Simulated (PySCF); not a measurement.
C4H9 (SMILES C[CH-]CC), charge -1, singlet, at a GFN2-xTB geometry (in this run its highest filled SCF level lies above zero, so its values depend strongly on the basis, on diffuse functions most of all); B3LYP/6-31G run with PySCF.

PySCF was given this input:
```python
from pyscf import gto, scf, dft

mol = gto.M(
    atom='''
C     0.70662520    1.78950852   -0.02822001
C     0.78602574    0.26565315   -0.08582565
C    -0.64172601   -0.27736893   -0.00826500
C    -0.66882494   -1.80509364   -0.00683784
H     1.71078327    2.23072488    0.02412519
H    -1.69125093   -2.20259065   -0.00665062
H     0.12575311    2.23234389    0.83033153
H     0.22921895    2.18462261   -0.93764008
H    -0.15478529   -2.18759156    0.87555392
H    -0.14825457   -2.18375501   -0.88551638
H     1.28910472   -0.05023313    0.88023266
H    -1.20680019    0.07473592   -0.88882647
H    -1.24636903    0.06554843    0.88328128
''',
    basis='6-31g',
    charge=-1,
    verbose=5,
)

mf = dft.RKS(mol)
mf.xc = 'b3lyp'
mf.kernel()
mf.analyze()
```

The log (banner, timings and long lists left out):

```
PySCF version 2.14.0

[INPUT] verbose = 5
[INPUT] max_memory = 4000
[INPUT] num. atoms = 13
[INPUT] num. electrons = 34
[INPUT] charge = -1
[INPUT] spin (= nelec alpha-beta = 2S) = 0
[INPUT] symmetry False subgroup None
[INPUT] Mole.unit = angstrom
[INPUT] Symbol           X                Y                Z      unit          X                Y                Z       unit  Magmom
[...]
[INPUT] ---------------- BASIS SET ----------------
[INPUT] l, kappa, [nprim/nctr], expnt,             c_1 c_2 ...
[INPUT] C
[...]
                                457.36951         0.0140373
                                103.94869         0.0688426
                                29.210155         0.2321844
                                9.286663          0.4679413
                                3.163927          0.362312
[...]
                                1.8812885         -0.1608542
                                0.5442493         1.1434564
[...]
                                1.8812885         0.316424
                                0.5442493         0.7443083
[...]
[INPUT] H
[...]
                                2.8253937         0.23472695
                                0.6401217         0.81375733
[...]
nuclear repulsion = 122.000908092734
number of shells = 38
number of NR pGTOs = 124
number of NR cGTOs = 54
basis = 6-31g
ecp = {}

******** <class 'pyscf.dft.rks.RKS'> ********
method = RKS
initial guess = minao
damping factor = 0
level_shift factor = 0
DIIS = <class 'pyscf.scf.diis.CDIIS'>
diis_start_cycle = 1
diis_space = 8
diis_damp = 0
SCF conv_tol = 1e-09
SCF conv_tol_grad = None
SCF max_cycles = 50
direct_scf = True
direct_scf_tol = 1e-13
XC library pyscf.dft.libxc version 7.1.2
    S. Lehtola, C. Steigemann, M. J. T. Oliveira, and M. A. L. Marques,  SoftwareX 7, 1–5 (2018)
XC functionals = b3lyp
    P. J. Stephens, F. J. Devlin, C. F. Chabalowski, and M. J. Frisch,  J. Phys. Chem. 98, 11623 (1994)
radial grids:
    Treutler-Ahlrichs [JCP 102, 346 (1995); DOI:10.1063/1.469408] (M4) radial grids

becke partition: Becke, JCP 88, 2547 (1988); DOI:10.1063/1.454033
pruning grids: <function nwchem_prune>
grids dens level: 3
symmetrized grids: False
atomic radii adjust function: <function treutler_atomic_radii_adjust>
small_rho_cutoff = 0
Set gradient conv threshold to 3.16228e-05
Initial guess from minao.
atom C rad-grids = 75, ang-grids = [ 50  50  50  50  50  50  50  50  50  50  50  50  50  50  50  50  50  50
  50  50  50  50  86  86  86  86  86  86  86  86  86  86 266 266 266 266
 266 266 302 302 302 302 302 302 302 302 302 302 302 302 302 302 302 302
 302 302 302 302 266 266 266 266 266 266 266 266 266 266 266 266 266 266
 266 266 266]
atom H rad-grids = 50, ang-grids = [ 50  50  50  50  50  50  50  50  50  50  50  50  50  50  50  86  86  86
  86 266 266 266 266 266 302 302 302 302 302 302 302 302 302 302 302 302
 302 266 266 266 266 266 266 266 266 266 266 266 266 266]
tot_boxes 2688, boxes in each direction [12 14 10]
Padding 0 grids
tot grids = 144744
nelec by numeric integration = 32.98527237734247
E1 = -449.0312388627128  E2 = 169.29000147852219  Ecoul = 194.11017022296795  Exc = -24.820168744445763
init E= -157.740329291456
cond(S) = 889.9973716455734
[...]
  mo_energy =
[-10.29407924 -10.28998103 -10.28503738 -10.26641     -0.95550742
  -0.86261832  -0.73156754  -0.63661305  -0.51355905  -0.48474768
  -0.47451123  -0.45056651  -0.41459243  -0.38708388  -0.37371551
  -0.35735552  -0.2088587    0.04511191   0.06483435   0.08362313
   0.10252879   0.11247932   0.12277455   0.13140149   0.1336252
   0.14139862   0.16859479   0.18135062   0.19421518   0.46994356
   0.47260884   0.51186674   0.52342287   0.53857983   0.561564
   0.57456585   0.60204723   0.61975802   0.69715596   0.70424708
   0.78712226   0.80665127   0.83511592   0.87153935   0.87795299
   0.88953085   0.91207123   0.92032583   0.9346128    0.94375592
   1.00044354   1.3090958    1.38352181   1.5777508 ]
nelec by numeric integration = 33.999912466867194
E1 = -464.06358501516485  E2 = 184.51240238719748  Ecoul = 210.23183439092585  Exc = -25.71943200372836
cycle= 1 E= -157.550274535233  delta_E= 0.19  |g|=  0.7  |ddm|=    3
[...]
  mo_energy =
[-9.78083364 -9.74016359 -9.71137754 -9.45831378 -0.4599388  -0.38292345
 -0.31827541 -0.18714726 -0.16439742 -0.13723599 -0.10302385 -0.09963125
 -0.06044008 -0.05078613  0.06235376  0.09136692  0.27565507  0.32270055
  0.34551513  0.37496999  0.38586517  0.39441061  0.42139737  0.44190152
  0.44756236  0.48359517  0.52090481  0.59587953  0.63036068  0.80751702
  0.81532021  0.84918197  0.90776223  0.93397036  0.94322897  1.01290054
  1.02654351  1.1028548   1.12634354  1.14112455  1.15091453  1.16431934
  1.18959105  1.20582086  1.22178233  1.23228709  1.25291869  1.27050285
  1.29755465  1.35443299  1.37496545  1.67811537  1.76155131  1.9534759 ]
nelec by numeric integration = 33.99988507871126
E1 = -451.7216951796954  E2 = 172.42156776547031  Ecoul = 197.16543949042313  Exc = -24.74387172495281
cycle= 2 E= -157.299219321491  delta_E= 0.251  |g|=  1.1  |ddm|=  6.3
[...]
  mo_energy =
[-9.9355133  -9.93531416 -9.93373099 -9.90366865 -0.55361684 -0.49613134
 -0.40344696 -0.31727513 -0.23130376 -0.20849659 -0.19621393 -0.17497887
 -0.14481933 -0.12214903 -0.08511311 -0.0761872   0.09846696  0.28809331
  0.30181865  0.33023267  0.34610149  0.35691279  0.36864263  0.37988273
  0.38809482  0.39482382  0.45670167  0.48107155  0.50452116  0.74100244
  0.75572182  0.77502982  0.82285269  0.8235145   0.85361767  0.87949536
  0.90546266  0.92403897  0.99243849  1.00731865  1.07534159  1.08779837
  1.11795543  1.14340899  1.1499153   1.16632658  1.18654924  1.19407868
  1.20811469  1.22492029  1.28168571  1.59202898  1.67057326  1.86241708]
nelec by numeric integration = 33.999903341952184
E1 = -459.0902595506898  E2 = 179.3876827560924  Ecoul = 204.66817917605397  Exc = -25.280496419961555
cycle= 3 E= -157.701668701863  delta_E= -0.402  |g|= 0.138  |ddm|= 5.44
[...]
  mo_energy =
[...]
converged SCF energy = -157.707468107208
Total Energy =                        -157.707468107207688
[...]
2 C 2s           0.08892   0.06590   0.15811   0.00213  -0.05152
2 C 3s          -0.09681   0.00010  -0.18177   0.00317   0.21512
2 C 2px          0.00044  -0.05208  -0.13261   0.05463   0.08132
2 C 2py          0.03320   0.01349   0.04246  -0.04529  -0.02842
2 C 2pz         -0.02158   0.14746  -0.11712  -0.04963   0.11674
2 C 3px          0.03831  -0.00053   0.07498   0.16263  -0.03013
2 C 3py         -0.22503   0.13977   0.11554   0.36573  -0.01352
2 C 3pz          0.06789   0.03603   0.01257  -0.03184   0.17518
3 C 1s           0.00434   0.00140  -0.00108   0.00094   0.00022
3 C 2s          -0.29146  -0.09469   0.03654  -0.04267   0.01251
3 C 3s           0.26960   0.10256  -0.10993   0.15477   0.04017
3 C 2px         -0.07640   0.00117   0.06415  -0.14043  -0.00128
3 C 2py          0.14881   0.02166  -0.06011  -0.03046   0.00137
3 C 2pz          0.03376  -0.15022   0.09194   0.04996  -0.01853
3 C 3px          0.04144  -0.04528   0.06749  -0.20839   0.03675
3 C 3py         -0.17799  -0.06900   0.03515  -0.04339   0.04640
3 C 3pz         -0.02158  -0.02649   0.03828   0.01268  -0.11237
4 H 1s           0.07190   0.04803   0.07273  -0.16487  -0.03528
4 H 2s          -0.19616  -0.03048  -0.08613   0.42357   0.09084
5 H 1s           0.10937   0.04982   0.00716  -0.09312  -0.00201
5 H 2s          -0.19583  -0.08064  -0.04688   0.28979   0.00249
6 H 1s          -0.08708   0.20173   0.06036   0.01907   0.03120
6 H 2s           0.19175  -0.44654  -0.10846  -0.07920  -0.02546
7 H 1s           0.03909   0.07838   0.19608   0.03804   0.05716
7 H 2s          -0.10852  -0.10787  -0.42558  -0.11586  -0.11768
8 H 1s           0.18362   0.14928  -0.11168   0.03214  -0.00437
8 H 2s          -0.35177  -0.34087   0.26467  -0.07925   0.01560
9 H 1s           0.23104  -0.04923   0.00253   0.10002  -0.01069
9 H 2s          -0.46558   0.13756  -0.02431  -0.24322   0.03199
10 H 1s          0.04418  -0.11999   0.08799   0.03637   0.24887
10 H 2s         -0.08233   0.25263  -0.20117  -0.05367  -0.54836
11 H 1s         -0.08349   0.05113  -0.21968   0.00167   0.13350
11 H 2s          0.11661  -0.13087   0.49881   0.04354  -0.32435
12 H 1s         -0.05406  -0.15059  -0.05439   0.06328  -0.00579
12 H 2s          0.08209   0.41069   0.08630  -0.13829   0.09590
               #51       #52       #53       #54
0 C 1s           0.00292  -0.00262   0.00284   0.00092
0 C 2s          -0.02315  -0.00774   0.00673   0.00053
0 C 3s           0.43885  -0.44497   0.55539   0.24907
0 C 2px         -0.01969   0.01066  -0.00867  -0.00530
0 C 2py         -0.01074  -0.02497   0.06401   0.05813
0 C 2pz         -0.02681   0.01596   0.01046   0.01167
0 C 3px         -0.00895   0.10879  -0.12183   0.07052
0 C 3py         -0.02780   0.10007  -0.08609   0.00311
0 C 3pz         -0.07995   0.06846   0.03696   0.05404
1 C 1s           0.00101  -0.00235  -0.00235  -0.00313
1 C 2s           0.06142  -0.00076   0.00989   0.02925
1 C 3s           0.19185  -0.36072  -0.37620  -0.55430
1 C 2px         -0.01368  -0.04554   0.00521  -0.04911
1 C 2py          0.00504  -0.03891   0.06171   0.02221
1 C 2pz          0.06002  -0.02654  -0.02587  -0.02691
1 C 3px         -0.03073   0.08440   0.04689   0.08523
1 C 3py          0.17408   0.19054   0.01242  -0.14454
1 C 3pz          0.24472  -0.18191  -0.14718  -0.14214
2 C 1s           0.00320   0.00092  -0.00305   0.00287
2 C 2s          -0.02984   0.00379  -0.00409  -0.01270
2 C 3s           0.45324   0.14692  -0.52935   0.58889
2 C 2px          0.00633  -0.05404   0.01206  -0.06088
2 C 2py         -0.03046  -0.05965  -0.03955   0.03016
2 C 2pz         -0.08798   0.02432   0.02412   0.01470
2 C 3px          0.04870   0.01666  -0.02220   0.02270
2 C 3py         -0.11489   0.20196  -0.13526  -0.10367
2 C 3pz         -0.20139   0.09454   0.10011   0.07318
3 C 1s           0.00329   0.00329   0.00129  -0.00122
3 C 2s          -0.01708   0.01476   0.00412  -0.00437
3 C 3s           0.50033   0.60132   0.27594  -0.29971
3 C 2px          0.00624   0.01321  -0.00169  -0.00102
3 C 2py          0.02918  -0.05129  -0.04103   0.05570
3 C 2pz          0.04971  -0.01140  -0.00928  -0.00427
3 C 3px          0.07237   0.13407   0.04358   0.04609
3 C 3py          0.04732   0.13007   0.04338  -0.03192
3 C 3pz          0.07721  -0.03380  -0.04051  -0.02543
4 H 1s           0.04705  -0.00548  -0.00249  -0.00222
4 H 2s          -0.02963  -0.04735   0.09417   0.05567
5 H 1s           0.03062   0.00108  -0.00665   0.00374
5 H 2s           0.00693   0.08696   0.06347  -0.06533
6 H 1s           0.03354  -0.00900  -0.01368  -0.01969
6 H 2s           0.01167  -0.06203   0.14343   0.08576
7 H 1s           0.00606   0.00854   0.00113  -0.00663
7 H 2s           0.07893  -0.10947   0.09775   0.05143
8 H 1s           0.00341   0.00197   0.00126   0.01339
8 H 2s           0.09762   0.10782   0.05055  -0.07821
9 H 1s           0.06510  -0.01207  -0.00865   0.00968
9 H 2s          -0.05552   0.14604   0.07697  -0.06962
10 H 1s         -0.04250   0.00777   0.01322   0.02221
10 H 2s          0.15830  -0.13338  -0.13553  -0.17653
11 H 1s         -0.01472   0.01352   0.01254  -0.00950
11 H 2s          0.14800  -0.01417  -0.15527   0.10485
12 H 1s          0.08766  -0.01225  -0.01049  -0.02512
12 H 2s         -0.19781   0.08187  -0.06340   0.16979
 ** Mulliken pop on meta-lowdin orthogonal AOs  **
 ** Mulliken pop  **
 ** Mulliken atomic charges  **
charge of    0C =     -0.29394
charge of    1C =     -0.55265
charge of    2C =     -0.15329
charge of    3C =     -0.30301
charge of    4H =      0.05316
charge of    5H =      0.04886
charge of    6H =     -0.01386
charge of    7H =      0.04840
charge of    8H =      0.07604
charge of    9H =      0.08142
charge of   10H =     -0.01840
charge of   11H =      0.04572
charge of   12H =     -0.01845

WARN: System has nonzero charge -1; the dipole moment is origin-dependent.
Location of origin: [0. 0. 0.]

Dipole moment(X, Y, Z, Debye): -2.24238, -1.13102,  0.47359
```
